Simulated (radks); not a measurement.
The numbers below are computed, except where a source is named.
Coulomb parameter of the 5d shell of the platinum ion Pt3+ in the model configuration [Xe] 4f14 5d6 6p1, as a second difference U = [E(n + 0.5) + E(n - 0.5) - 2 E(n)] / (0.5)^2 with all orbitals relaxed. "Bare": the charge of the atom changes with n. "Screened": the 6p shell takes up the change at fixed total charge, which measures U(5d,5d) + U(6p,6p) - 2 U(5d,6p). Code: a radial shooting solver on a logarithmic mesh with Libxc functionals. Model: Dirac Kohn-Sham, LDA (Slater exchange, Perdew-Wang correlation), spin-unpolarised, spherical densities, point nucleus; open shells are shared between the two j in proportion to 2j + 1.

| case | configuration | E - E(n) (eV) |
|---|---|---|
| start | [Xe] 4f14 5d6 6p1 | 0.000 |
| bare +0.5 | [Xe] 4f14 5d6.5 6p1 | -19.911 |
| bare -0.5 | [Xe] 4f14 5d5.5 6p1 | 23.314 |
| screened +0.5 | [Xe] 4f14 5d6.5 6p0.5 | -8.545 |
| screened -0.5 | [Xe] 4f14 5d5.5 6p1.5 | 9.117 |

U(bare) = 13.616 eV, U(screened by 6p) = 2.286 eV.
